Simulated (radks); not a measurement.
Species: F I. Configuration: [He] 2s2 2p5. Calculated with a radial shooting solver on a logarithmic mesh with Libxc functionals: non-relativistic Kohn-Sham, LB94 model potential, spin-polarised, spherical densities, point nucleus; open shells are filled with parallel spins first.

Normalised radial functions P(r) = r R(r), r in bohr:

r	1s up	2s down	2p down
0.006867	0.3341	0.0776	0.0010
0.009457	0.4495	0.1043	0.0019
0.01292	0.5953	0.1380	0.0036
0.01779	0.7847	0.1817	0.0066
0.02431	1.0113	0.2336	0.0120
0.03347	1.2831	0.2950	0.0219
0.04573	1.5716	0.3579	0.0387
0.06298	1.8574	0.4147	0.0681
0.08673	2.0748	0.4439	0.1168
0.1185	2.1474	0.4178	0.1912
0.1632	2.0082	0.3012	0.3028
0.2229	1.6434	0.0757	0.4475
0.307	1.1081	-0.2607	0.6191
0.4194	0.5895	-0.6249	0.7765
0.5775	0.2205	-0.9180	0.8831
0.789	0.0547	-1.0137	0.8928
1.087	0.0072	-0.8803	0.7899
1.484	0.0005	-0.6016	0.6049
2.044	0.0000	-0.3054	0.3837
2.793	0.0000	-0.1108	0.1952
3.846	0.0000	-0.0242	0.0704

1s up: eigenvalue -690.27 eV, 0 radial nodes, <r> = 0.176 bohr, 90 % of the charge inside 0.313 bohr. 2s down: eigenvalue -35.598 eV, 1 radial node at r = 0.241 bohr, <r> = 1.01 bohr, 90 % of the charge inside 1.64 bohr. 2p down: eigenvalue -17.592 eV, 0 radial nodes, <r> = 1.09 bohr, 90 % of the charge inside 1.93 bohr.
